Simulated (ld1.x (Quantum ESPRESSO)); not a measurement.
Sb (Z = 51), TM: configuration errors across variants

ld1.x (Quantum ESPRESSO) 7.5 input, shortened:

```
&input
   title='Sb', zed=51., rel=1, dft='BLYP', iswitch=3,
   config='[Kr] 4d10 5s1.75 5p3.25'
 /
 &inputp
   pseudotype=2, tm=.true., lloc=0,
   nlcc=.true., new_core_ps=.true., rcore=0.55
 /
3
5P  2  1   3.25   0.00  2.20  2.20  0.0
4D  3  2  10.00   0.00  0.95  0.95  0.0
5S  1  0   1.75   0.00  1.65  1.65  0.0
 &test
   configts(1)='4d10 5s1.75 5p3.25'
 /
```

All-electron excitation energies from the reference (eV): (1) 4d10 5s2 5p3 -2.018; (2) 4d10 5s2 5p2 6.179; (3) 4d10 5s2 5p1 22.092; (4) 4d10 5s1 5p0 91.004; (5) 4d9 5s2 5p3 38.481; (6) 4d10 5s1 5p4 6.144; (7) 4d10 5s2 5p0 46.562.

6 further variants failed, have other tests or another functional or relativity, and are left out.

A true bound ghost makes a file unfit for plane-wave use even where its test errors are small: the radial tests pick states by their node count and pass the ghost by.

Errors AE − PS in meV (a dash: test not solved or not reliable):

```csv
change,(1),(2),(3),(4),(5),(6),(7),bound ghosts
base,0.0,-2.0,-3.9,-13,-350,-2.1,-8.3,none
wave 5s (bound): rc 1.65 bohr becomes 5s (bound): rc 1.80 bohr,0.0,-1.8,-3.7,-20,-390,-1.9,-9.7,none
wave 5p (bound): rc 2.20 bohr becomes 5p (bound): rc 2.24 bohr,0.0,-2.0,-4.0,-13,-349,-2.1,-8.5,none
local potential the p channel,0.0,-1.7,-1.5,-5.2,-355,-2.1,-1.4,none
"all radii but the core radius scaled by about 0.80 (s 1.32, p 1.76, d 0.76 bohr)",-0.2,-5.8,-12,+110,+164,-6.6,-11,p
core correction Bessel-smoothed model core inside 0.66 bohr,0.0,-2.0,-3.9,-13,-349,-2.1,-8.3,none
```

**Question.** Give the same row for: wave 4d (bound): rc 0.95 bohr becomes 4d (bound): rc 1.40 bohr.

**Answer.** 0.0, -2.0, -3.9, -12, -338, -2.1, -8.1; bound ghosts: none.
